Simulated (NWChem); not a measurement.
System: NbOCl3; SMILES [O]=[Nb]([Cl])([Cl])[Cl]

Input file for NWChem:

```
start job
memory heap 200 mb stack 900 mb global 1100 mb
geometry units angstroms noautoz
  Nb     0.000000     0.000000     0.204047
  O      0.000000     0.000000     1.876580
  Cl     0.671016     2.070667    -0.482990
  Cl     1.457742    -1.616451    -0.482990
  Cl    -2.128759    -0.454217    -0.482990
end
basis spherical
  * library def2-svp
end
ecp
  Nb library def2-ecp
end
dft
  xc m06-2x
  iterations 150
  mulliken
end
task dft energy
```

NWChem printed, in part:

```
             Northwest Computational Chemistry Package (NWChem) 7.3.0
             --------------------------------------------------------

 C3  symmetry detected

                             Geometry "geometry" -> ""
                             -------------------------

 Output coordinates in angstroms (scale by  1.889725989 to convert to a.u.)

  No.       Tag          Charge          X              Y              Z
 ---- ---------------- ---------- -------------- -------------- --------------
    1 Nb                  41.0000     0.00000000     0.00000000     0.21658623
    2 O                    8.0000     0.00000000     0.00000000     1.88911923
    3 Cl                  17.0000    -1.21743601     1.80437676    -0.47045077
    4 Cl                  17.0000     2.17135412     0.15214213    -0.47045077
    5 Cl                  17.0000    -0.95391811    -1.95651890    -0.47045077

 Effective nuclear repulsion energy (a.u.)     777.4983280207

      Symmetry information
      --------------------

 Group name             C3
 Group number              5
 Group order               3
 No. of unique centers     3

                                 NWChem DFT Module
                                 -----------------

 Summary of "ao basis" -> "ao basis" (spherical)
 ------------------------------------------------------------------------------
       Tag                 Description            Shells   Functions and Types
 ---------------- ------------------------------  ------  ---------------------
 Nb                         def2-svp                11       31   5s3p2d1f
 O                          def2-svp                 6       14   3s2p1d
 Cl                         def2-svp                 8       18   4s3p1d

      Symmetry analysis of basis
      --------------------------

        a          37
        e+         31
        e-         31

  Rotation of axis

            General Information
            -------------------
          SCF calculation type: DFT
          Wavefunction type:  closed shell.
          No. of atoms     :     5
          No. of electrons :    72
           Alpha electrons :    36
            Beta electrons :    36
          Charge           :     0
          Spin multiplicity:     1
          Use of symmetry is: on ; symmetry adaption is: on
          Maximum number of iterations: 150
          AO basis - number of functions:    99
                     number of shells:    41
          Convergence on energy requested:  1.00D-06
          Convergence on density requested:  1.00D-05
          Convergence on gradient requested:  5.00D-04

              XC Information
              --------------
                       M06-2X Method XC Functional
                     Hartree-Fock (Exact) Exchange  0.540
                        M06-2X Exchange Functional  1.000
                      M06-2X Correlation Potential  1.000

             Grid Information
             ----------------
          Grid used for XC integration:  medium
          Radial quadrature: Mura-Knowles
          Angular quadrature: Lebedev.
          Tag              B.-S. Rad. Rad. Pts. Rad. Cut. Ang. Pts.
          ---              ---------- --------- --------- ---------
          Nb                  1.45      123           8.0       590
          O                   0.60       49           8.0       434
          Cl                  1.00       88          10.0       590
          Grid pruning is: on
          Number of quadrature shells:   260
          Spatial weights used:  Erf1

      Superposition of Atomic Density Guess
      -------------------------------------

 Sum of atomic energies:       -1517.41344844

      Non-variational initial energy
      ------------------------------

 Total energy =   -1509.248458
 1-e energy   =   -2851.199435
 2-e energy   =     966.389235
 HOMO         =      -0.449783
 LUMO         =      -0.003648

      Symmetry analysis of molecular orbitals - initial
      -------------------------------------------------

  Numbering of irreducible representations:

     1 a           2 e+          3 e-

  Orbital symmetries:

     1 a           2 e+          3 e+          4 a           5 a
     6 e+          7 e+          8 a           9 e+         10 e+
    11 e+         12 e+         13 a          14 e+         15 e+
    16 a          17 a          18 a          19 e+         20 e+
    21 a          22 a          23 e+         24 e+         25 e+
    26 e+         27 a          28 a          29 e+         30 e+
    31 e+         32 e+         33 a          34 e+         35 e+
    36 a          37 e+         38 e+         39 a          40 e+
    41 e+         42 a          43 e+         44 e+         45 a
    46 a

     ---------------------------------------------
      Total Density - Mulliken Population Analysis
     ---------------------------------------------

    Atom       Charge   Shell Charges
 -----------   ------   -------------------------------------------------------
    1 Nb  13    10.40  -0.33  1.61  0.75  0.30  0.04  5.91  0.31  0.12  1.29  0.32  0.08
    2 O    8     9.12   1.99  1.17  0.73  3.25  1.97  0.01
    3 Cl  17    17.50   2.00  1.99  1.23  0.72  5.94  2.20  3.41  0.01
    4 Cl  17    17.50   2.00  1.99  1.23  0.72  5.94  2.20  3.41  0.01
    5 Cl  17    17.50   2.00  1.99  1.23  0.72  5.94  2.20  3.41  0.01

   convergence    iter        energy       DeltaE   RMS-Dens  Diis-err
 ---------------- ----- ----------------- --------- --------- ---------
 d= 0,ls=0.0,diis     1  -1511.9697988071 -1.89D+03  4.17D-02  2.98D+00
 d= 0,ls=0.0,diis     2  -1507.4653350500  4.50D+00  3.04D-02  4.36D+01
 d= 0,ls=0.0,diis     3  -1512.3640162205 -4.90D+00  5.15D-03  2.02D-01
 d= 0,ls=0.0,diis     4  -1512.3753222883 -1.13D-02  2.16D-03  1.43D-01
 d= 0,ls=0.0,diis     5  -1512.3907039136 -1.54D-02  4.06D-04  5.66D-03
  Resetting Diis
 d= 0,ls=0.0,diis     6  -1512.3912975366 -5.94D-04  9.48D-05  4.13D-04
 d= 0,ls=0.0,diis     7  -1512.3913383221 -4.08D-05  4.06D-05  5.82D-06
 d= 0,ls=0.0,diis     8  -1512.3913375050  8.17D-07  2.69D-05  1.45D-05
 d= 0,ls=0.0,diis     9  -1512.3913391252 -1.62D-06  6.15D-06  1.49D-06
 d= 0,ls=0.0,diis    10  -1512.3913392692 -1.44D-07  3.15D-06  8.77D-08

         Total DFT energy =    -1512.391339269192
      One electron energy =    -2853.075597313646
           Coulomb energy =     1065.117350211025
    Exchange-Corr. energy =      -99.994834322972
 Nuclear repulsion energy =      375.561742156401

 Numeric. integr. density =       71.999997729605

                  Occupations of the irreducible representations
                  ----------------------------------------------

                     irrep           alpha         beta
                     --------     --------     --------
                     a                14.0         14.0
                     e+               22.0         22.0
                     e-                0.0          0.0

                       DFT Final Molecular Orbital Analysis
                       ------------------------------------

 Vector   34  Occ=2.000000D+00  E=-4.123697D-01  Symmetry=e+
              MO Center=  1.5D-01,  8.0D-01, -1.1D-01, r^2= 5.0D+00
   Bfn.  Coefficient  Atom+Function         Bfn.  Coefficient  Atom+Function
  ----- ------------  ---------------      ----- ------------  ---------------
    58      0.414960  3 Cl pz                76     -0.354203  4 Cl pz
    55      0.306400  3 Cl pz                73     -0.261537  4 Cl pz
    35      0.212779  2 O  px                52      0.175802  3 Cl pz
    38      0.163154  2 O  px                70     -0.150061  4 Cl pz
    36     -0.142332  2 O  py                74     -0.142035  4 Cl px

 Vector   35  Occ=2.000000D+00  E=-4.123697D-01  Symmetry=e+
              MO Center= -1.5D-01, -8.0D-01, -1.1D-01, r^2= 5.0D+00
   Bfn.  Coefficient  Atom+Function         Bfn.  Coefficient  Atom+Function
  ----- ------------  ---------------      ----- ------------  ---------------
    94      0.444076  5 Cl pz                91      0.327899  5 Cl pz
    76     -0.274656  4 Cl pz                36      0.212779  2 O  py
    73     -0.202802  4 Cl pz                88      0.188137  5 Cl pz
    58     -0.169420  3 Cl pz                39      0.163154  2 O  py
    93     -0.148414  5 Cl py                35      0.142332  2 O  px

 Vector   36  Occ=2.000000D+00  E=-4.100943D-01  Symmetry=a
              MO Center= -2.3D-14, -1.0D-13, -4.6D-01, r^2= 5.8D+00
   Bfn.  Coefficient  Atom+Function         Bfn.  Coefficient  Atom+Function
  ----- ------------  ---------------      ----- ------------  ---------------
    75      0.383399  4 Cl py                92      0.345474  5 Cl px
    56     -0.318592  3 Cl px                72      0.277484  4 Cl py
    89      0.250036  5 Cl px                53     -0.230581  3 Cl px
    57     -0.214980  3 Cl py                93     -0.168419  5 Cl py
    69      0.159963  4 Cl py                54     -0.155591  3 Cl py

 Vector   37  Occ=0.000000D+00  E=-9.082205D-02  Symmetry=e+
              MO Center=  1.9D-01, -5.0D-02,  5.5D-02, r^2= 2.6D+00
   Bfn.  Coefficient  Atom+Function         Bfn.  Coefficient  Atom+Function
  ----- ------------  ---------------      ----- ------------  ---------------
    15      0.785990  1 Nb d -2              75     -0.294413  4 Cl py
    16     -0.262689  1 Nb d -1              20      0.254494  1 Nb d -2
    93     -0.194506  5 Cl py                57     -0.183045  3 Cl py
    72     -0.158808  4 Cl py                58      0.153812  3 Cl pz
     7     -0.146300  1 Nb py                49      0.127534  3 Cl s

 Vector   38  Occ=0.000000D+00  E=-9.082205D-02  Symmetry=e+
              MO Center= -1.9D-01,  5.0D-02,  5.5D-02, r^2= 2.6D+00
   Bfn.  Coefficient  Atom+Function         Bfn.  Coefficient  Atom+Function
  ----- ------------  ---------------      ----- ------------  ---------------
    19      0.785990  1 Nb d  2              56      0.264931  3 Cl px
    18     -0.262689  1 Nb d  1              24      0.254494  1 Nb d  2
    92      0.253470  5 Cl px                76     -0.162160  4 Cl pz
    74      0.153563  4 Cl px                 6      0.146300  1 Nb px
    53      0.140041  3 Cl px                67     -0.134467  4 Cl s

 Vector   39  Occ=0.000000D+00  E=-2.767863D-02  Symmetry=e+
              MO Center=  7.4D-02, -6.2D-02,  4.5D-01, r^2= 2.3D+00
   Bfn.  Coefficient  Atom+Function         Bfn.  Coefficient  Atom+Function
  ----- ------------  ---------------      ----- ------------  ---------------
    18      0.745941  1 Nb d  1              16     -0.365790  1 Nb d -1
    38      0.309009  2 O  px                35      0.290324  2 O  px
    74      0.281184  4 Cl px                67     -0.254992  4 Cl s
    19      0.240048  1 Nb d  2              85      0.217202  5 Cl s
    23      0.211158  1 Nb d  1              93      0.210415  5 Cl py

     ---------------------------------------------
      Total Density - Mulliken Population Analysis
     ---------------------------------------------

    Atom       Charge   Shell Charges
 -----------   ------   -------------------------------------------------------
    1 Nb  13    12.12  -0.34  1.67  0.72  0.30 -0.03  5.97  0.48  0.16  2.56  0.52  0.12
    2 O    8     8.28   1.99  1.13  0.76  2.74  1.65  0.01
    3 Cl  17    17.20   2.00  1.99  1.24  0.71  5.94  2.13  3.17  0.02
    4 Cl  17    17.20   2.00  1.99  1.24  0.71  5.94  2.13  3.17  0.02
    5 Cl  17    17.20   2.00  1.99  1.24  0.71  5.94  2.13  3.17  0.02

     -------------------------------------------
      Total Density - Lowdin Population Analysis
     -------------------------------------------

    Atom       Charge   Shell Charges
 -----------   ------   -------------------------------------------------------
    1 Nb  13    13.44   0.01  1.03  0.88  0.35  0.14  5.55  1.05  0.45  2.37  1.43  0.19
    2 O    8     8.08   1.98  0.98  0.67  2.62  1.82  0.02
    3 Cl  17    16.83   2.00  1.96  1.01  0.74  5.83  2.25  3.03  0.02
    4 Cl  17    16.83   2.00  1.96  1.01  0.74  5.83  2.25  3.03  0.02
    5 Cl  17    16.83   2.00  1.96  1.01  0.74  5.83  2.25  3.03  0.02

     Multipole analysis of the density
     ---------------------------------

     L   x y z        total         alpha         beta         nuclear
     -   - - -        -----         -----         ----         -------
     0   0 0 0      0.000000    -36.000000    -36.000000     72.000000

     1   1 0 0     -0.000000     -0.000000     -0.000000     -0.000000
     1   0 1 0      0.000000      0.000000      0.000000      0.000000
     1   0 0 1     -0.401703      5.529189      5.529189    -11.460082

     2   2 0 0    -49.749186   -240.597431   -240.597431    431.445675
     2   1 1 0      0.000000      0.000000      0.000000      0.000000
     2   1 0 1      0.000000      0.000000      0.000000      0.000000
     2   0 2 0    -49.749186   -240.597431   -240.597431    431.445675
     2   0 1 1     -0.000000     -0.000000     -0.000000     -0.000000
     2   0 0 2    -51.356485    -97.898584    -97.898584    144.440684
```

Level: M06-2X/def2-SVP with def2 effective core potentials on Nb. All runs use the structure optimised with PBE0/def2-SVP. def2 effective core potentials on Nb; no spin-orbit coupling.
